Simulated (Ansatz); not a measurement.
Cost and result for the atomization energy of CH3ClOSn, SMILES `C[O][Sn][Cl]` (7 atoms, 6 bonds).

```xyz
7

C     0.565    0.687   -0.112
O     0.000    0.131    1.048
Sn   -1.234   -1.367    1.306
Cl   -1.512   -2.000   -0.979
H     1.657    0.641   -0.046
H     0.250    0.168   -1.024
H     0.274    1.740   -0.193
```

Charge 0, multiplicity 1. Correlated methods include outer-core shells of Sn, which these sets cover unevenly. Sn takes the def2 core potential. The structure was optimised at the PBE0-D4/def2-TZVP level. It is one conformer, not always the lowest. Program: Ansatz. All runs use 4 threads of an Intel Xeon Platinum 8259CL on a shared host. Times are those of one run each, without the atoms' runs, and a repeat can differ threefold. Electronic energies, without spin–orbit coupling; frozen cores. CCSD(T)/CBS adds CCSD(T) − MP2 in def2-TZVPP to the MP2 limit, and its time is that of the two runs behind it. T1 = 0.017. With those shells the extrapolation isn't a true limit. B3LYP takes the VWN-RPA correlation (the form of Gaussian; ORCA's B3LYP/G). HSE06 is the plane-wave form, built on full-range PBE exchange.

CCSD(T)/CBS is a level of theory with its own doubt, some kJ/mol a heavy atom from the limit and from the frozen cores, so smaller differences don't rank the functionals.

```json
{"level": "LDA (SPW92)/def2-TZVPP", "functions": "196", "wall time": "0.95 s"}
{"level": "revPBE-D4/def2-TZVPP", "functions": "196", "wall time": "1.4 s"}
{"level": "HSE06-D4/def2-TZVPP", "functions": "196", "wall time": "2.2 s"}
{"level": "CAM-B3LYP-D4/def2-TZVPP", "functions": "196", "wall time": "2.4 s"}
{"level": "CCSD(T)/def2-SVP", "functions": "87", "wall time": "2.8 s"}
{"level": "r2SCANh-D4/def2-TZVPP", "functions": "196", "wall time": "3 s"}
{"level": "r2SCAN-D4/def2-TZVPP (with forces)", "functions": "196", "wall time": "3.1 s"}
{"level": "B3LYP-D4/def2-TZVPP (with forces)", "functions": "196", "wall time": "3.2 s"}
{"level": "B2PLYP/def2-TZVPP", "functions": "196", "wall time": "3.8 s"}
{"level": "ωB97M-V/def2-TZVPP (with forces)", "functions": "196", "wall time": "7 s"}
{"level": "MP2/def2-QZVPP", "functions": "356", "wall time": "12 s"}
{"level": "CCSD(T)/def2-TZVPP", "functions": "196", "wall time": "46 s"}
{"level": "CCSD(T)/CBS(def2)", "functions": "–", "wall time": "57 s"}
```

(1) What atomization energy does each give, and how far from CCSD(T)/CBS? (Estimate.)

Results:

(1) Computed: 
```tsv
level	atomization (kcal/mol)	difference from CCSD(T)/CBS	per bond
LDA (SPW92)/def2-TZVPP	673.7	90.1	15.0
revPBE-D4/def2-TZVPP	578.5	-5.1	-0.9
HSE06-D4/def2-TZVPP	578.3	-5.3	-0.9
CAM-B3LYP-D4/def2-TZVPP	580.2	-3.4	-0.6
CCSD(T)/def2-SVP	536.6	-47.0	-7.8
r2SCANh-D4/def2-TZVPP	575.6	-8.0	-1.3
r2SCAN-D4/def2-TZVPP (with forces)	581.9	-1.7	-0.3
B3LYP-D4/def2-TZVPP (with forces)	579.4	-4.2	-0.7
B2PLYP/def2-TZVPP	572.7	-10.9	-1.8
ωB97M-V/def2-TZVPP (with forces)	579.5	-4.1	-0.7
MP2/def2-QZVPP	588.3	4.7	0.8
CCSD(T)/def2-TZVPP	562.2	-21.4	-3.6
CCSD(T)/CBS(def2)	583.6	0.0	0.0
```

From PBE to PBE0 (25 % exact exchange), in def2-TZVPP and without D4, the atomization energy moves by −17.1 kcal/mol: exact exchange takes away binding that semilocal exchange gives to molecules. Leaving LDA and LC-ωPBE aside and taking each functional with its dispersion term where it has one, the values, not all of them listed here, spread over 39.6 kcal/mol, from BHLYP-D4 to PBE-D4. LDA lies +82.1 kcal/mol from PBE without D4, its usual overbinding. In def2-TZVPP, CCSD(T) changes the Hartree–Fock value by +160.9 kcal/mol (the triples alone add +11.8 kcal/mol) and MP2 by +174.1 kcal/mol; breaking electron pairs costs correlation energy, which Hartree–Fock lacks.

Spin–orbit coupling would lower the free Sn atoms strongly, and the atomization energy with them, by more than many differences here. For some Ge, Se and Sn compounds the MP2-based and the directly extrapolated limit differ by 10 to 25 kJ/mol.
